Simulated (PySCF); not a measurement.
## Worked example: oscillator strength and radiative lifetime

H3InS2, SMILES [SH][InH][SH].

Geometry optimised at B3LYP-D3(BJ)/def2-SVP. The def2 effective core potentials stand for the cores of In; spin–orbit coupling is left out. The values are those of a single conformer.

TDA-B3LYP/def2-SVPD (PySCF) puts the first singlet state with f over 0.02 at 4.66 eV (vertical), with the transition dipole (0.000, -0.556, 0.000) in atomic units.

Problem. Find the oscillator strength, the wavelength and the radiative lifetime that this transition would have in vacuum if emission retraced absorption.

Solution. 
|μ|² = 0.3091 au, so |μ| = 1.41 D. ΔE = 4.66/27.211 = 0.1713 hartree. f = (2/3) ΔE |μ|² = 0.035 (the program prints 0.035).
λ = 1239.84/4.66 = 266 nm; ν = 37585 cm⁻¹.
Einstein's coefficient A = 0.6670 ν² f s⁻¹ (ν in cm⁻¹) = 3.3e7 s⁻¹, so τ = 1/A = 30 ns. This state is S2; the lower singlet has f = 0.000. The figure is the radiative limit of this one transition; relaxation, internal conversion, crossing to triplets and a medium change what is measured.
